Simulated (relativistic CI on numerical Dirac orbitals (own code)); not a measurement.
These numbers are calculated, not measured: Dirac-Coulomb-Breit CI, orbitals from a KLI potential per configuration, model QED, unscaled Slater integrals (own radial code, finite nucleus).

The strongest absorption lines from the ground level of an ion, among the configurations computed and to levels below about 224 eV (vacuum wavelength in Å, gf): 77.391 (0.045), 77.672 (0.028), 104.34 (0.09), 105.34 (0.061), 440.71 (1.1), 488.18 (0.49).

**Question.** Which ion is it?
A. Mo XIV
B. Zr X
C. Zr XII
D. Zr XIV

**Answer.** C. Zr XII has 29 electrons and the ground level 3d10 4s 2S_1/2; the strongest line goes to 3d10 4p 2P°_3/2. The pattern of lines fixes the number of electrons, and along that sequence the line energies rise steadily with the charge (about as its square where n changes within one kind of shell, about linearly where n is kept but much faster in heavy ions where fine structure, which grows about as Z⁴, sets the gap, and irregularly where shells cross), which fixes Z. Configurations outside the model, such as inner-shell arrays, can give stronger lines. At this charge energies of transitions that change n are usually good to better than 1 %, and those within a shell (Δn = 0) to a few per cent.

LS names give the leading component of a level, which can be under half, so a name can repeat, a term be missing and a line seem to break the LS rules.
